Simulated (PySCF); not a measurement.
Isomers of C5H13NSi, from PBE0-D3(BJ)/def2-SVP geometry optimisation, gas phase in PySCF. One conformer each, no zero-point energy, no frequencies.

Problem. Which is lowest in electronic energy at this level?
A. `[CH2:1]=[C:2]([CH3:3])[CH2:4][N:5]([CH3:6])[SiH3:7]` with C1–C2–C4–N5 125°, C2–C4–N5–C6 -67°: A = 3779, B = 1206, C = 1100 MHz, dipole 0.53 D
B. `[H]/[N:7]=[CH:6]/[SiH2:5][C:2]([CH3:1])([CH3:3])[CH3:4]` with C2–Si5–C6–N7 4°: A = 3110, B = 1500, C = 1321 MHz, dipole 1.17 D
C. SiH2Me(pyrrolidide) (`[H][Si]([H])(C)N1CCCC1`): A = 4600, B = 1308, C = 1117 MHz, dipole 1.16 D

Solution. C. That is `[H][Si]([H])(C)N1CCCC1` (SiH2Me(pyrrolidide)), 28.6 kcal/mol below the next.

```tsv
SMILES	mapped SMILES	E (Eh)	relative (kcal/mol)	relative (kJ/mol)	dipole (D)
[H][Si]([H])(C)N1CCCC1	–	-541.93831	0.0	0.0	1.16
C=C(C)CN(C)[SiH3]	[CH2:1]=[C:2]([CH3:3])[CH2:4][N:5]([CH3:6])[SiH3:7]	-541.89269	28.6	119.8	0.53
[H]/N=C/[SiH2]C(C)(C)C	[H]/[N:7]=[CH:6]/[SiH2:5][C:2]([CH3:1])([CH3:3])[CH3:4]	-541.89117	29.6	123.8	1.17
```
